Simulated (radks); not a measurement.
The numbers below are computed, except where a source is named.
The nuclear charge of the samarium ion Sm+ is varied continuously with 61 electrons held in [Xe] 4f6 6s1. Level of theory: scalar-relativistic Kohn-Sham, PBE, spin-polarised, spherical densities, point nucleus; open shells are filled with parallel spins first (spin-orbit coupling, left out, can overturn this in heavy ions) (a radial shooting solver on a logarithmic mesh with Libxc functionals). By the Hellmann-Feynman theorem dE/dZ = E(electron-nucleus)/Z, the electronic potential at the nucleus. The scalar-relativistic energy here is not variational (the density holds large components alone), so the two differ by a part that grows with Z.

Z	E (hartree)	E(electron-nucleus)/Z (hartree)	HOMO	e(HOMO) (eV)	<r> HOMO (bohr)
61.6	-10263.4259	-405.423	4f	-4.445	1.065
61.8	-10345.1337	-407.335	4f	-7.006	1.022
62	-10427.2286	-409.244	6s	-8.801	3.859
62.2	-10509.7102	-411.150	6s	-10.214	3.735
62.4	-10592.5782	-413.056	6s	-11.691	3.622
62.6	-10675.8327	-414.961	6s	-13.228	3.519
62.8	-10759.4735	-416.866	6s	-14.823	3.424
63	-10843.5009	-418.772	6s	-16.472	3.337

The central difference of E at Z = 62 is -411.441 hartree, to compare with the third column; the second derivative is -9.67 hartree.
